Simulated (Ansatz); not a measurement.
One change: `F[SiH](F)[NH][GeH3]` becomes `F[SiH](F)[S][GeH3]`.

Ansatz, PBE0-D4/def2-TZVP geometries, multiplicity 1. Each molecule was computed in one conformer, which needn't be the lowest.

Scalar relativity is left out up to krypton.

```csv
property,`F[SiH](F)[NH][GeH3]`
HOMO energy (PBE/def2-TZVPP) / eV,-6.64
HOMO energy (ωB97M-V/def2-TZVPP) / eV,-10.37
HOMO–LUMO gap (PBE/def2-TZVPP) / eV,5.94
LUMO energy (PBE0/def2-TZVPP) / eV,0.15
HOMO energy (B3LYP/def2-TZVPP) / eV,-7.81
HOMO energy (PBE0/def2-TZVPP) / eV,-8.06
```

(1) Give the same properties after the change, and the shifts. (An estimate is asked.)

## Answers

(1) Ansatz gave: 
```json
{"property": "HOMO energy (PBE/def2-TZVPP) / eV", "`F[SiH](F)[S][GeH3]`": "-6.71", "shift": "-0.07"}
{"property": "HOMO energy (ωB97M-V/def2-TZVPP) / eV", "`F[SiH](F)[S][GeH3]`": "-10.11", "shift": "0.26"}
{"property": "HOMO–LUMO gap (PBE/def2-TZVPP) / eV", "`F[SiH](F)[S][GeH3]`": "5.24", "shift": "-0.70"}
{"property": "LUMO energy (PBE0/def2-TZVPP) / eV", "`F[SiH](F)[S][GeH3]`": "-0.58", "shift": "-0.73"}
{"property": "HOMO energy (B3LYP/def2-TZVPP) / eV", "`F[SiH](F)[S][GeH3]`": "-7.69", "shift": "0.12"}
{"property": "HOMO energy (PBE0/def2-TZVPP) / eV", "`F[SiH](F)[S][GeH3]`": "-7.95", "shift": "0.11"}
```

With PBE0 the HOMO rises by 0.11 eV and the LUMO falls by 0.73 eV, so the gap narrows by about 0.84 eV. PBE moves the HOMO by -0.07 eV and ωB97M-V by 0.26 eV.

B3LYP here is the variant with VWN-RPA as its local correlation; programs differ in this.
